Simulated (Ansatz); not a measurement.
One geometry of Li₃Al₃, several levels of theory.

```yaml
crystal:
  periodic: [false, false, false]
  atoms:
    - {symbol: Li, position_ang: [-0.949665, 0.328942, 1.574723]}
    - {symbol: Li, position_ang: [-2.168418, 0.933154, -1.649992]}
    - {symbol: Li, position_ang: [2.170672, 0.295615, 0.654912]}
    - {symbol: Al, position_ang: [1.074742, -2.154782, 0.917337]}
    - {symbol: Al, position_ang: [-0.387142, -0.952175, -0.742686]}
    - {symbol: Al, position_ang: [0.259821, 1.549247, -0.754294]}
basis:
  gaussian: {orbitals: def2-SVP, initial_orbitals: start.molden}
hamiltonian: {xc: pbe0, dispersion: d4}
scf: {omitted_lower_state_checks: [starts]}
output: {orbitals: {seedname: orbitals}}
```

The file start.molden holds the orbitals of an earlier run on this structure, at another level or in another basis.

```sh
$ ansatz run in.yaml --threads 4 --pin off --events-out ev --progress --plain --max-ram 3916MiB
```

Shortened log:

```
Functional definition: PBE0
  name "PBE0"
  cite "Adamo & Barone, J. Chem. Phys. 110, 6158 (1999) doi:10.1063/1.478522"
  cite "Perdew, Burke & Ernzerhof, Phys. Rev. Lett. 77, 3865 (1996) doi:10.1103/PhysRevLett.77.3865"
  parent pbe
  parameter a = 0.25
  parameter kappa = 0.804
  parameter beta = 0.06672455060314922
  exchange = (1 - a)*pbe_x(kappa = kappa, mu = beta*pi^2/3) + a*exact_x
  correlation = pbe_c(beta = beta)
these checks for a lower state are left out or cut short: starts
861 factors; integrals over basis functions are off by at most 9.1e-4 eV
mean field evaluation 1: about -20386.2994 eV, gradient 2.8e0 eV
mean field evaluation 2: about -20386.3451 eV, gradient 4.2e-2 eV
mean field evaluation 4: about -20386.4051 eV, gradient 1.0e-3 eV
mean field -20386.40508776 eV, -749.1865685736 hartree, gradient 2.3e-5 eV, S^2 0.000000; 0 other end points of the search recorded, 0 dependent functions left out
reference -20386.40512865 eV, -749.1865700760 hartree; 24, 24 occupied and 57, 57 virtual orbitals, 861 factors
Total energy: -20386.56288499 eV, -749.1923675146 hartree
Checks for a lower state left out: starts
```

Hardware: 4 threads of Arm Neoverse V1 on a shared host. Wall time 1.2 s.

The first input with `gaussian: {orbitals: def2-TZVP, initial_orbitals: start.molden}`, `hamiltonian: {xc: {name: BHLYP}, dispersion: d4}` (abridged; 2.5 s):

```
Functional definition: BHLYP
mean field -20403.53146496 eV, -749.8159513270 hartree, gradient 2.3e-5 eV, S^2 0.000000
Total energy: -20403.88039440 eV, -749.8287742475 hartree
Checks for a lower state left out: starts
```

The first input with `gaussian: {orbitals: def2-TZVP, initial_orbitals: start.molden}`, `hamiltonian: {xc: {name: wB97X-V}}` (abridged; 7 s):

```
Functional definition: wB97X-V
mean field -20399.63705123 eV, -749.6728342620 hartree, gradient 2.7e-5 eV, S^2 0.000000
Total energy: -20399.63704879 eV, -749.6728341723 hartree
Checks for a lower state left out: starts
```

As the first input, with `gaussian: {orbitals: def2-TZVPD, initial_orbitals: start.molden}`, `hamiltonian: {xc: pbe, dispersion: d4}` (abridged; 2.5 s):

```
Functional definition: PBE
mean field -20392.04879837 eV, -749.3939711130 hartree, gradient 1.6e-5 eV, S^2 0.000000
Total energy: -20392.23149587 eV, -749.4006851221 hartree
Checks for a lower state left out: starts
```

As the first input, with `gaussian: {orbitals: def2-TZVP, initial_orbitals: start.molden}`, `hamiltonian: {xc: pbe, dispersion: d4}` (abridged; 1.5 s):

```
Functional definition: PBE
mean field -20392.01736975 eV, -749.3928161325 hartree, gradient 1.1e-5 eV, S^2 0.000000
Total energy: -20392.20005388 eV, -749.3995296506 hartree
Checks for a lower state left out: starts
```

The first input with `gaussian: {orbitals: def2-TZVP, initial_orbitals: start.molden}`, `hamiltonian: {xc: {name: PBE-QIDH}}` and without the key `output` (abridged; 3.6 s):

```
Functional definition: PBE-QIDH
mean field -20382.44419221 eV, -749.0410083467 hartree, gradient 3.0e-6 eV, S^2 0.000000; unrestricted orbitals would lower it
15 core orbitals not correlated: weight in the atoms' cores, before any rotation towards them, 1.000 or more for the frozen orbitals, at most 0.000 for the correlated occupied ones
second order -11.88762831 eV of doubles, -0.00000000 eV of singles
Total energy: -20386.40675017 eV, -749.1866296660 hartree
Checks for a lower state left out: starts
```

First input, but with `gaussian: {orbitals: def2-TZVP, initial_orbitals: start.molden}`, `hamiltonian: {xc: pbe}`, `correlation: {method: rpa}` and without the key `output` (abridged; 2.8 s):

```
Functional definition: PBE
mean field -20392.01736465 eV, -749.3928159449 hartree, gradient 3.1e-6 eV, S^2 0.000000
15 core orbitals not correlated: weight in the atoms' cores, before any rotation towards them, 1.000 or more for the frozen orbitals, at most 0.000 for the correlated occupied ones
Total energy: -20373.35629445 eV, -748.7070342640 hartree
Checks for a lower state left out: starts
```

Geometry: PBE-D4/def2-SVP.

Correlated methods freeze 15 core orbitals; core or outer-core shells of Li are correlated, in sets that lack core-valence functions. The restricted singlet is unstable towards broken spin symmetry in Hartree–Fock (as tested in another run); at PBE0-D4/def2-SVP, BHLYP-D4/def2-TZVP, ωB97X-V/def2-TZVP, PBE-D4/def2-TZVPD and others this wasn't settled. At PBE-QIDH/def2-TZVP the restricted singlet (for correlated methods, its reference) is unstable: a solution with broken spin symmetry lies lower. The structure comes from a short search, and lower isomers may exist.
